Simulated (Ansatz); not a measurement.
`[SiH3][O][Al]([Cl])[O][SiH3]` + HBr → `[SiH3][O][Al]([Cl])[Br]` + `O[SiH3]`  (ligand exchange at the Al–O bond)

Program: Ansatz. Geometries: PBE0-D4/def2-TZVP. ΔE: electronic, gas phase. CCSD(T)/CBS adds triple-zeta CCSD(T) − MP2 to the extrapolated MP2 energy (def2 sets, frozen cores). Functionals use def2-TZVPP. B3LYP here is the variant with VWN-RPA as its local correlation; programs differ in this. HSE06 is defined as in plane-wave codes. For Br outer-core shells are correlated without core-valence functions, which leaves a few kJ/mol of doubt a bond. Scalar relativity is left out up to krypton. Each species was taken in one conformer, which may not be the lowest.

`[SiH3][O][Al]([Cl])[O][SiH3]`:

Z-matrix (Å, degrees):
```
Si
O 1 1.627
H 1 1.486 2 110.1
H 1 1.486 2 109.8 3 120.2
H 1 1.486 2 109.6 3 -119.9
Al 2 1.663 1 170.3 3 -48.3
O 6 1.663 2 120.8 1 179.2
Cl 6 2.078 2 119.6 1 -0.8
Si 7 1.627 6 169.4 2 -179.4
H 9 1.486 7 110.1 6 44.3
H 9 1.486 7 109.8 6 -75.9
H 9 1.486 7 109.6 6 164.2
```

HBr:

```xyz
2

Br    0.631    0.270    0.184
H    -0.631   -0.270   -0.184
```

`[SiH3][O][Al]([Cl])[Br]`:

```xyz
8

Si    1.030   -1.047   -0.384
O    -0.155    0.002    0.006
Al   -1.243    1.178    0.437
Cl   -3.274    0.761    0.450
Br   -0.533    3.214    1.005
H     0.668   -2.406    0.094
H     2.307   -0.629    0.250
H     1.200   -1.073   -1.859
```

`O[SiH3]`:

Cartesian coordinates in Å:
```
O 0.111 -1.274 0.086
Si -0.178 0.348 0.059
H 0.916 -1.592 -0.324
H 0.891 1.109 0.762
H -1.472 0.541 0.752
H -0.268 0.867 -1.334
```

Q: Is it downhill or uphill in electronic energy at CCSD(T)/CBS, and by how much? (An estimate is asked.)

A: Computed: Nearly level: ΔE = -0.1 kcal/mol.

Q: What do these levels give: PBE-D4, B97M-V, r2SCANh-D4, HSE06-D4, CAM-B3LYP-D4, revPBE, B3LYP, r2SCAN0, LC-ωPBE, RPA@PBE/def2-TZVPP, MP2/def2-TZVPP, MP2/CBS(def2)? (Best estimate.)

A: Computed: PBE-D4 -1.5, B97M-V 0.9, r2SCANh-D4 -0.2, HSE06-D4 -1.5, CAM-B3LYP-D4 2.2, revPBE -2.2, B3LYP 1.0, r2SCAN0 -0.5, LC-ωPBE -0.2, RPA@PBE/def2-TZVPP 1.9, MP2/def2-TZVPP 0.1, MP2/CBS(def2) -1.1 kcal/mol.

Largest T1 diagnostic among the species: 0.011.

At CCSD(T), def2-SVP lies +2.7 kcal/mol from the extrapolated value and def2-TZVPP +1.2 kcal/mol. Leaving LDA and LC-ωPBE aside and taking each functional with its dispersion term where it has one, the values spread over 3.7 kcal/mol, from HSE06-D4 to CAM-B3LYP-D4. LDA lies +1.2 kcal/mol from PBE without D4.
